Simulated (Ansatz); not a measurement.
Mulliken charges of FH4NO2Si, SMILES `N[Si](O)(O)F` from ωB97M-V/def2-TZVPP in Ansatz (PBE0-D4/def2-TZVP geometry).

```csv
atom,x (Å),y (Å),z (Å),charge (e)
N1,-0.835,0.281,1.119,-0.366
Si2,0.281,0.101,-0.138,0.816
O3,0.616,-1.455,-0.497,-0.383
O4,-0.210,0.775,-1.533,-0.375
F5,1.599,0.824,0.391,-0.315
H6,-1.796,0.010,1.003,0.122
H7,-0.736,1.044,1.768,0.129
H8,0.895,-2.019,0.226,0.185
H9,0.185,0.440,-2.339,0.187
```

Question: By hand: the dipole of these point charges (1 e Å = 4.8032 D).

Answer: Σ q r = (-0.240, -0.169, 0.075) e Å, of length 0.303 e Å = 1.46 D.

Question: How does the dipole of the full density compare? (Estimate.)

Answer: The calculation gave: (-0.203, -0.203, 0.136) e Å, 1.53 D; the point charges give 0.95 times that, at 14° from its direction.

Point charges leave out the atoms' own dipoles, such as those of lone pairs, and Mulliken's split depends on the basis, so the close match here is no proof of good charges.
